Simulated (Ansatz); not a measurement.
Job for Ansatz (a program for electronic structure): R-wB97M-V/def2-TZVPP on H3NOSe (SMILES N[Se]O), a point of a torsion scan.

Ansatz 0.2 input:
```yaml
crystal:
  periodic: [false, false, false]
  atoms:
    - {symbol: N, position_ang: [-0.98739857, 0.00728363, -0.02564536]}
    - {symbol: Se, position_ang: [0.44271251, -0.25973525, 1.02639212]}
    - {symbol: O, position_ang: [1.63187083, -0.50632144, -0.35294845]}
    - {symbol: H, position_ang: [-1.70397014, -0.70397755, 0.04386736]}
    - {symbol: H, position_ang: [-1.38620574, 0.93574472, 0.02805497]}
    - {symbol: H, position_ang: [2.50051917, -0.67142715, 0.01734779]}
basis:
  gaussian:
    orbitals: def2-TZVPP
hamiltonian:
  xc: {name: wB97M-V}
scf: {lower_state_search: off}
```

Task: Give the final energy of this run.

Result: -2533.1817 hartree.

Task: How many basis functions does it have, and what does it roughly cost on one machine?

Result: 152 functions; about 7 core-seconds (a rough figure).
